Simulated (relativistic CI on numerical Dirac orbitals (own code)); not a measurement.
**Hyperfine structure of Ir XXVI, mass number 193**

Method of calculation: Dirac-Coulomb-Breit CI, separate exchange-only KLI orbitals for each configuration, QED by a radiative potential, unscaled Slater integrals (own radial code, finite nucleus).

Configuration list (outside the closed core [Ar] 3d10 4p6 4d10): 4s²4f⁶, 4s²4f⁵5s, 4s²4f⁴5s², 4s4f⁷, 4s²4f⁵6s, 4f⁸. Levels of other configurations are missing.

Nuclear spin I = 3/2, μ = 0.163 μN, Q = 0.751 b (tables of Stone and Pyykkö). The electronic factors are computed for point nuclear moments, without core polarisation or the Bohr-Weisskopf and QED corrections.

```
     Level  E (cm⁻¹)  A (MHz)  B (MHz)
4s²4f⁶ ⁷F1    9950.5    23.65      993
4s²4f⁶ ⁷F2   19442.8    87.93     1180
4s²4f⁶ ⁷F3   27601.5    137.4      720
4s²4f⁶ ⁷F4   34511.0    173.7     -310
4s²4f⁶ ⁷F5   40054.7    204.3    -1820
4s²4f⁶ ⁷F6   43289.7    240.4    -3510
4s²4f⁶ ⁵D2   79260.0    189.2      101
4s²4f⁶ ⁵L7   83709.4    358.1      693
```

Levels with J = 0, under 50 % of one LS term, or S terms without an open s electron are left out. Small factors come from cancelling terms and can be off by tens of per cent or more.

At this charge energies of transitions that change n are usually good to better than 1 %, and those within a shell (Δn = 0) to a few per cent. Terms inside the open d or f shell come out 10 to 20 % too wide with unscaled integrals.

Problem. Give the hyperfine levels of 4s²4f⁶ ⁷F3 relative to its centre of gravity.

Solution. With K = F(F + 1) − I(I + 1) − J(J + 1), E = AK/2 + B[¾K(K + 1) − I(I + 1)J(J + 1)]/[2I(2I − 1)J(2J − 1)]: F = 3/2: -392.4, F = 5/2: -589.1, F = 7/2: -360.2, F = 9/2: 798.6 MHz.

LS names give the leading component of a level, which can be under half, so a name can repeat, a term be missing and a line seem to break the LS rules.
